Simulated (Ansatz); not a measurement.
`[O]=[Mo]([F])([F])([F])[Cl]` + HCl → `[O]=[Mo]([F])([F])([Cl])[Cl]` + H–F at 700 K and 1 bar (ligand exchange at a Mo–F bond).

Isolated molecules relaxed with PBE0-D4/def2-TZVP in Ansatz; ΔE leaves out vibrations. CCSD(T)/CBS adds triple-zeta CCSD(T) − MP2 to the extrapolated MP2 energy (def2 sets, frozen cores). This one scheme is used for every species. def2 core potentials past Kr. For Mo outer-core shells are correlated without core-valence functions, which leaves a few kJ/mol of doubt a bond.

| species | CCSD(T)/CBS energy (Eh) | H − E (kJ/mol) | S (J/(mol·K)) |
| --- | --- | --- | --- |
| `[O]=[Mo]([F])([F])([F])[Cl]` | -902.64600 | 99.7 | 457.4 |
| HCl | -460.38127 | 38.4 | 211.8 |
| `[O]=[Mo]([F])([F])([Cl])[Cl]` | -1262.62989 | 98.8 | 471.7 |
| H–F | -100.39570 | 45.2 | 198.5 |

H − E and S are ideal-gas, rigid-rotor, harmonic terms from PBE0-D4/def2-TZVP. 1 Eh = 2625.50 kJ/mol, R = 8.31446 J/(mol·K).

**Question.** By hand: ΔE, ΔH, ΔS and ΔG.

**Answer.** ΔE = (-1262.62989) + (-100.39570) − (-902.64600) − (-460.38127) = 0.00168 Eh = 4.4 kJ/mol. Δ(H − E) = 98.8 + 45.2 − 99.7 − 38.4 = 5.9, so ΔH = 10.3 kJ/mol. ΔS = 471.7 + 198.5 − 457.4 − 211.8 = 1.0 J/(mol·K). ΔG = 10.3 − 700 × (1.0)/1000 = 9.6 kJ/mol.

**Question.** By hand: the equilibrium constant, and the temperature at which ΔG would vanish if ΔH and ΔS stayed fixed.

**Answer.** log₁₀ K = −ΔG/(RT ln 10) = -0.7. ΔG = 0 at ΔH/ΔS = 10300 K, far beyond where these terms or the molecules hold.

The number of gas molecules stays the same, so ΔS is small and ΔH decides. A doubt of 5 kJ/mol in ΔE shifts log₁₀ K by 0.4 here. These are equilibria of isolated gas molecules and say nothing of rates. Largest T1 diagnostic: 0.024 (customary marks: 0.02 for closed shells, 0.045 for open ones).
